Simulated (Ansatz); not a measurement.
Mulliken charges of AsGeH6Sb, SMILES `[GeH3][AsH][SbH2]` from PBE/def2-TZVPP in Ansatz (PBE0-D4/def2-TZVP geometry).

| atom | x (Å) | y (Å) | z (Å) | charge (e) |
| --- | --- | --- | --- | --- |
| Ge1 | -0.770 | 1.141 | -0.922 | 0.095 |
| As2 | 0.713 | -0.775 | -0.987 | -0.177 |
| Sb3 | -0.172 | -1.739 | 1.309 | 0.215 |
| H4 | -2.177 | 0.663 | -1.319 | -0.002 |
| H5 | -0.285 | 2.184 | -1.943 | -0.003 |
| H6 | -0.841 | 1.792 | 0.471 | -0.002 |
| H7 | 1.861 | 0.004 | -0.361 | 0.019 |
| H8 | 1.182 | -2.771 | 1.463 | -0.074 |
| H9 | 0.578 | -0.544 | 2.272 | -0.071 |

Q: By hand: the dipole of these point charges (1 e Å = 4.8032 D).

A: Σ q r = (-0.323, 0.104, 0.100) e Å, of length 0.354 e Å = 1.70 D.

Q: How does the dipole of the full density compare? (An estimate is asked.)

A: Ansatz gave: (-0.033, 0.021, 0.058) e Å, 0.34 D; the point charges give 5.00 times that, at 41° from its direction.

Point charges leave out the atoms' own dipoles, such as those of lone pairs, and Mulliken's split depends on the basis, so the two needn't agree.
